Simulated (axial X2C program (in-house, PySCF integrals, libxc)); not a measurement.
**YH⁺: from the spin-free to the two-component result**

All values were computed with an axial X2C code built on PySCF integrals. Spin-free means the one-electron spin-free X2C Hamiltonian; two-component (2c) means X2C with spin–orbit coupling and atomic mean-field two-electron Coulomb and Gaunt terms, so the difference of the two also holds small scalar two-electron terms. Basis: Y dyall-cv3z [11s12p9d6f3g], H dyall-v3z [6s2p1d] (cores contracted in-house); Gaussian nuclei, density fitting, unrestricted open shells. Masses: Y 88.906 u, H 1.008 u.

Spin-free state: M_S = 1/2, Λ = 0 (beyond evenly filled blocks: σα); fragments Y+ + H.

| level | Re (Å) | ωe (cm⁻¹) | μ (D) |
| --- | --- | --- | --- |
| PBE0 | 1.860 | 1687.0 | -3.06 |
| HF | 1.882 | 1706.5 | -3.55 |
| MP2 | 1.854 | 1717.7 | n/a |
| CCSD | 1.869 | 1666.0 | n/a |
| CCSD(T) | 1.870 | 1656.2 | n/a |
| PBEsol | 1.867 | 1651.2 | -2.74 |

Correlated methods: 11 electrons correlated (number of frozen shells: Y 3 s, 2 p, 1 d; H none), 243 virtual spin orbitals or spinors in MP2, 89 natural virtuals in coupled cluster.

Dipoles are positive if H is the positive end and refer to the centre of mass.

Two-component determinant lowest at the distance of the search:

Ω = 1/2 (⟨Sz⟩ = 0.50, ⟨Lz⟩ = 0.00 at HF); fragments Y+ + H.

```csv
level,Re (Å),ωe (cm⁻¹),μ (D)
PBE0,1.860,1686.9,-3.05
HF,1.882,1706.4,-3.55
MP2,1.854,1717.8,n/a
CCSD,1.869,1665.9,n/a
CCSD(T),1.870,1656.1,n/a
PBEsol,1.866,1651.1,-2.73
```

Problem. From the two tables, how do the constants change at the CCSD(T) level (2c against spin-free)?

Solution. At the CCSD(T) level Re is unchanged within 0.001 Å and ωe stays the same within 0.2 cm⁻¹.

The state is a single determinant with fixed occupations, the lowest that a limited PBE0 search found. De is not given where an atomic determinant may have missed its ground term or J level, or where the truncated virtual space spoils (T). Density functionals use the spin component along the axis (collinear). Coupled cluster ran in a truncated set of natural virtual spinors; the MP2 energy of the rest was added. (T) has no such correction and the atoms are truncated less, which lowers De at CCSD(T) by a hundredth of an eV or more. PBE0 can misorder states that lie within some tenths of an eV, so this need not be the ground state of the molecule. The nearest other spin-free determinant of the search, M_S = 1/2, Λ = 2, lies 0.46 eV up at the distance of the search.
